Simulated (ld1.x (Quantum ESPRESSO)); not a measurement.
P (Z = 15): excitation energies, all-electron against PAW

```json
{
  "Element": "P (Z = 15)",
  "Generator": "ld1.x (Quantum ESPRESSO) 7.5",
  "Type": "PAW",
  "Functional": "PBEsol",
  "Relativity": "scalar-relativistic",
  "Frozen core": "[Ne]",
  "Valence charge": "5",
  "Reference configuration": "3s1 3p4",
  "Partial waves": "3s (bound): rcut 1.50, rcutus 1.85 bohr; 3s channel at -0.65 Ry: rcut 1.50, rcutus 1.85 bohr; 3p (bound): rcut 1.85, rcutus 2.15 bohr; 3p channel at 0.75 Ry: rcut 1.85, rcutus 2.15 bohr",
  "Local potential": "all-electron potential smoothed inside 2.05 bohr (lloc = -1)",
  "Core correction": "a·sin(br)/r model core, default radius (ld1.x builds one for every PAW set, though the input has nlcc=.false.)",
  "Augmentation charge": "PSQ, inside the norm-conserving radii"
}
```

Energies are relative to the spin-unpolarised reference configuration 3s1 3p4; without spin polarisation the order of configurations can differ from experiment.

```json
{"valence configuration": "3s2 3p1", "charge": "+2", "ΔE all-electron (eV)": "20.301", "error AE − PS (meV)": "-5.7"}
{"valence configuration": "3s0 3p5", "charge": "0", "ΔE all-electron (eV)": "8.643", "error AE − PS (meV)": "-0.4"}
{"valence configuration": "3s2 3p3.3", "charge": "-0.3", "ΔE all-electron (eV)": "-9.808", "error AE − PS (meV)": "-0.1"}
{"valence configuration": "3s1 3p3", "charge": "+1", "ΔE all-electron (eV)": "10.284", "error AE − PS (meV)": "-1.2"}
{"valence configuration": "3s1 3p0", "charge": "+4", "ΔE all-electron (eV)": "101.919", "error AE − PS (meV)": "-122"}
```

Task: What are ΔE and the potential's error for 3s2 3p2?

Result: ΔE = 1.189 eV all-electron; the error (AE − PS) is -0.4 meV.

Task: What are ΔE and the potential's error for 3s2 3p3?

Result: ΔE = -8.509 eV all-electron; the error (AE − PS) is -0.1 meV.

ld1.x printed “convergence not achieved” for 6 of the counted tests; their residual had stalled under 1e-8, short of the target of 1e-14.
